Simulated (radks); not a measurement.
Results of a calculation; reference values are marked as such.
Task: Coherent X-ray form factor from a spherical all-electron density. Code: a radial shooting solver on a logarithmic mesh with Libxc functionals. Model: scalar-relativistic Kohn-Sham, r2SCAN, spin-polarised, spherical densities, finite nucleus; meta-GGA in the generalised Kohn-Sham scheme; Fermi nuclear charge, rms radius of each element as measured or else 0.836 A^(1/3) + 0.57 fm.

sin(theta)/lambda (1/angstrom)  f0 (electrons)
0.05                                    43.528
0.1                                     42.184
0.15                                    40.159
0.2                                     37.705
0.25                                    35.074
0.3                                     32.470
0.4                                     27.842
0.5                                     24.269
0.6                                     21.636
0.8                                     18.039
1                                       15.283
1.25                                    12.210
1.5                                      9.674
2                                        6.638

The species is in the configuration that NIST lists as its ground one. Which atom or ion scatters so?

Result: The silver ion Ag3+, [Kr] 4d8. Extrapolating in s^2 from the first two rows gives f0(0) = 44.0, near the electron count 44; among species with that count, the fall with angle is slower the higher Z, and the table is that of Z = 47; from so few rows the species is fixed only to a neighbour or two.
